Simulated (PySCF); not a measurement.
Isomers of C6H12NOP, mass 145.066 u with the commonest isotopes. The calculation used PBE0/pcSseg-1 in PySCF (dipole) on a GFN2-xTB geometry, gas phase. One conformer each, none proved a minimum here; rigid rotors.

Question: Order these by rotational constant B, smallest first.
A. `[CH3:1][CH2:2][P@@:3]([CH3:4])(=[O:5])[CH2:6][CH2:7][C:8]#[N:9]` with C1–C2–P3–C4 -171°, C2–P3–C6–C7 -170°, P3–C6–C7–C8 -79°
B. `[CH3:1][NH:2][P:3]1[CH2:4][CH2:5][C:6](=[O:7])[CH2:8][CH2:9]1` with C1–N2–P3–C4 -80°, N2–P3–C4–C5 -47°, P3–C4–C5–C6 -61°, C4–C5–C6–O7 -115°, C5–C6–C8–C9 -64°
C. `[CH3:1][CH2:2][N:3]([CH3:4])[P:5]1[CH:6]=[C:7]1[O:8][CH3:9]` with C1–C2–N3–C4 66°, C2–N3–P5–C6 179°, C6–C7–O8–C9 178°
D. `[CH2:1]=[CH:2][C@@H:3]1[CH2:4][P@@:5]1([CH2:6][OH:7])=[N:8][CH3:9]` with C1–C2–C3–C4 -151°, C4–P5–C6–O7 117°, P5–C6–O7–H 40°
E. `[CH3:1][O:2][CH2:3][CH2:4][PH:5][CH2:6][CH2:7][C:8]#[N:9]` with C1–O2–C3–C4 -175°, O2–C3–C4–P5 75°, C3–C4–P5–C6 -70°, C4–P5–C6–C7 -43°, P5–C6–C7–C8 -172°

Answer: C (815.3 MHz), A (842.2 MHz), E (898.1 MHz), D (952.4 MHz), B (1002 MHz).

Question: Order these by dipole moment, largest first.
A. `[CH2:1]=[CH:2][C@@H:3]1[CH2:4][P@@:5]1([CH2:6][OH:7])=[N:8][CH3:9]` with C1–C2–C3–C4 -151°, C4–P5–C6–O7 117°, P5–C6–O7–H 40°
B. `[CH3:1][O:2][CH2:3][CH2:4][PH:5][CH2:6][CH2:7][C:8]#[N:9]` with C1–O2–C3–C4 -175°, O2–C3–C4–P5 75°, C3–C4–P5–C6 -70°, C4–P5–C6–C7 -43°, P5–C6–C7–C8 -172°
C. `[CH3:1][CH2:2][N:3]([CH3:4])[P:5]1[CH:6]=[C:7]1[O:8][CH3:9]` with C1–C2–N3–C4 66°, C2–N3–P5–C6 179°, C6–C7–O8–C9 178°
D. `[CH3:1][CH2:2][P@@:3]([CH3:4])(=[O:5])[CH2:6][CH2:7][C:8]#[N:9]` with C1–C2–P3–C4 -171°, C2–P3–C6–C7 -170°, P3–C6–C7–C8 -79°
E. `[CH3:1][NH:2][P:3]1[CH2:4][CH2:5][C:6](=[O:7])[CH2:8][CH2:9]1` with C1–N2–P3–C4 -80°, N2–P3–C4–C5 -47°, P3–C4–C5–C6 -61°, C4–C5–C6–O7 -115°, C5–C6–C8–C9 -64°

Answer: B (4.91 D), D (4.57 D), E (3.57 D), A (2.61 D), C (1.54 D).

Question: Order these by rotational constant C, smallest first.
A. `[CH3:1][NH:2][P:3]1[CH2:4][CH2:5][C:6](=[O:7])[CH2:8][CH2:9]1` with C1–N2–P3–C4 -80°, N2–P3–C4–C5 -47°, P3–C4–C5–C6 -61°, C4–C5–C6–O7 -115°, C5–C6–C8–C9 -64°
B. `[CH3:1][CH2:2][P@@:3]([CH3:4])(=[O:5])[CH2:6][CH2:7][C:8]#[N:9]` with C1–C2–P3–C4 -171°, C2–P3–C6–C7 -170°, P3–C6–C7–C8 -79°
C. `[CH2:1]=[CH:2][C@@H:3]1[CH2:4][P@@:5]1([CH2:6][OH:7])=[N:8][CH3:9]` with C1–C2–C3–C4 -151°, C4–P5–C6–O7 117°, P5–C6–O7–H 40°
D. `[CH3:1][O:2][CH2:3][CH2:4][PH:5][CH2:6][CH2:7][C:8]#[N:9]` with C1–O2–C3–C4 -175°, O2–C3–C4–P5 75°, C3–C4–P5–C6 -70°, C4–P5–C6–C7 -43°, P5–C6–C7–C8 -172°

Answer: D (629.3 MHz), C (738.4 MHz), B (769.2 MHz), A (915.0 MHz).

```
                  SMILES  point group  Ia (u·Å²)  Ib (u·Å²)  Ic (u·Å²)      κ  μa (D)  μb (D)  μc (D)
C=C[C@@H]1C[P@@]1(CO)=NC           C1     279.24     530.65     684.40  -0.60    2.27    1.15    0.59
              COCCPCCC#N           C1     326.44     562.71     803.09  -0.41    4.76    0.29    1.14
          CCN(C)P1C=C1OC           C1     204.57     619.87     675.76  -0.92    0.33    1.26    0.82
          CNP1CCC(=O)CC1           C1     209.94     504.27     552.31  -0.88    3.42    0.31    1.00
     CC[P@@](C)(=O)CCC#N           C1     195.20     600.10     657.03  -0.92    2.82    1.70    3.18
```
